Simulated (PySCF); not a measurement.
C3H12OSi3.
Numbering: `[CH2:1]=[C:2]([CH3:3])[SiH2:4][SiH2:5][O:6][SiH3:7]` (hydrogens: H8, H9 on C1; H10, H11, H12 on C3; H13, H14 on Si4; H15, H16 on Si5; H17, H18, H19 on Si7)

Structure used (GFN2-xTB), in Å, numbered top down from 1:
```xyz
19
C3H12OSi3 angstrom
C     -2.4114    1.0929    0.7213
C     -2.0529   -0.0617    0.1759
C     -3.0765   -1.0807   -0.2163
Si    -0.2445   -0.5166   -0.1551
Si     1.1663    1.2043    0.4306
O      2.6837    0.6905    0.1454
Si     3.9852   -0.2635    0.1344
H     -1.6877    1.8402    1.0060
H     -3.4455    1.3471    0.9072
H     -2.8842   -2.0200    0.2994
H     -3.0114   -1.2783   -1.2850
H     -4.0864   -0.7499    0.0199
H      0.0010   -1.7873    0.5619
H     -0.1698   -0.9063   -1.5795
H      1.1537    1.5987    1.8466
H      1.0935    2.4293   -0.3745
H      4.9086    0.3703   -0.8014
H      4.5113   -0.3096    1.4973
H      3.5572   -1.5902   -0.3112
```

The closed-shell SCF was solved with PySCF and density fitting under several settings on one GFN2-xTB geometry (grid level 2 and gas phase unless stated).

```
                                                    settings  basis functions  SCF cycles      E (Eh)  HOMO (eV)  LUMO (eV)  dipole (D)
PBE0/6-311G**, energy threshold 1e-08 Eh, level shift 0.2 Eh              222          10  -1064.7440      -7.58      -0.64        0.86
                        KT3/ANO-RCC-VDZP, level shift 0.1 Eh              170          11  -1074.8996      -6.42      -1.44        0.90
```

Q: Estimate the row for these settings: PBE0/MINI, fitting basis def2-universal-jkfit.

A: 
| settings | basis functions | SCF cycles | E (Eh) | HOMO (eV) | LUMO (eV) | dipole (D) |
| --- | --- | --- | --- | --- | --- | --- |
| PBE0/MINI, fitting basis def2-universal-jkfit | 59 | 10 | -1058.2930 | -9.09 | -1.51 | 0.60 |

Q: Over all rows, what range does the HOMO–LUMO gap span?

A: From 4.98 eV (KT3/ANO-RCC-VDZP, level shift 0.1 Eh) to 7.58 eV (PBE0/MINI, fitting basis def2-universal-jkfit). The functional of the narrowest has no exact exchange, that of the widest 25 % exact exchange.

Q: And the dipole moment?

A: From 0.60 D (PBE0/MINI, fitting basis def2-universal-jkfit) to 0.90 D (KT3/ANO-RCC-VDZP, level shift 0.1 Eh); the largest is 1.50 times the smallest, and the median is 0.86 D.

Q: Compare two rows with the functional PBE0: PBE0/MINI, fitting basis def2-universal-jkfit and PBE0/6-311G**, energy threshold 1e-08 Eh, level shift 0.2 Eh. Which energy is lower, and by how much?

A: PBE0/6-311G**, energy threshold 1e-08 Eh, level shift 0.2 Eh (222 functions) lies 6.4510 Eh or 4048 kcal/mol below PBE0/MINI, fitting basis def2-universal-jkfit (59 functions).

Whole jobs, the steps after the SCF included, on one thread, Intel Xeon at 2.50 GHz (x86_64), shared host:

| settings | work after the SCF | wall time | peak memory |
| --- | --- | --- | --- |
| PBE0/6-311G**, energy threshold 1e-08 Eh, level shift 0.2 Eh | shieldings | 1.7 min | 0.90 GiB |
| KT3/ANO-RCC-VDZP, level shift 0.1 Eh | 1 singlet by full TDDFT, 2 Tamm–Dancoff triplets, polarisability | 4.1 min | 0.74 GiB |
| PBE0/MINI, fitting basis def2-universal-jkfit | shieldings, charges and field gradients | 22 s | 0.47 GiB |

All basis functions are spherical, in the Pople sets too. KT3 was designed for NMR shieldings or shifts; total energies of different functionals aren't comparable. ANO-RCC sets were contracted for a scalar-relativistic Hamiltonian, but ran non-relativistically here.

One conformer stands for the species.
